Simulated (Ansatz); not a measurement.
CH₆FGeN (`[CH3][GeH]([NH2])[F]`), 10 atoms. Total charge 0; spin multiplicity 1. Correlated methods include outer-core shells of Ge, which these sets cover unevenly. Scalar relativity is left out up to krypton. All runs use 4 threads of an Arm Neoverse V1 on a shared host. Correlated methods freeze the cores.

(1) Give the basis size and wall time and peak host memory of each of these runs in Ansatz. RHF-MP2/def2-QZVPP energy; RHF-CCSD(T)/def2-SVP energy; RHF-CCSD(T)/def2-TZVPP energy; RKS PBE0-D4/def2-SVP energy; RKS ωB97M-V/def2-QZVPP energy; RKS PBE-QIDH (frozen core)/def2-TZVPP energy; RKS B2PLYP (frozen core)/def2-TZVPP energy; RKS PBE0-D4/def2-TZVP frequencies; RKS BHLYP-D4/def2-TZVPP energy; RKS PBE0-D4/def2-QZVPP energy; RKS revPBE-D4/def2-TZVPP energy; RKS PBE0-D4/def2-TZVP relaxation (6 steps). (An estimate is asked.)

Answers

(1) Computed: Other jobs shared the machine, so times are rough.

| level | job | functions | wall time | peak host memory (GiB) |
| --- | --- | --- | --- | --- |
| RKS PBE0-D4/def2-SVP | energy | 104 | 1.1 s | 0.21 |
| RKS revPBE-D4/def2-TZVPP | energy | 225 | 1.8 s | 0.27 |
| RKS BHLYP-D4/def2-TZVPP | energy | 225 | 2.8 s | 0.55 |
| RKS B2PLYP (frozen core)/def2-TZVPP | energy | 225 | 4.5 s | 0.55 |
| RKS PBE-QIDH (frozen core)/def2-TZVPP | energy | 225 | 4.7 s | 0.55 |
| RHF-CCSD(T)/def2-SVP | energy | 104 | 6.5 s | 0.49 |
| RKS PBE0-D4/def2-QZVPP | energy | 440 | 7.5 s | 1.5 |
| RKS ωB97M-V/def2-QZVPP | energy | 440 | 18 s | 1.8 |
| RKS PBE0-D4/def2-TZVP | relaxation (6 steps) | 177 | 20 s | 0.44 |
| RHF-MP2/def2-QZVPP | energy | 440 | 24 s | 2.4 |
| RKS PBE0-D4/def2-TZVP | frequencies | 177 | 110 s | 0.44 |
| RHF-CCSD(T)/def2-TZVPP | energy | 225 | 2.6 min | 3.9 |
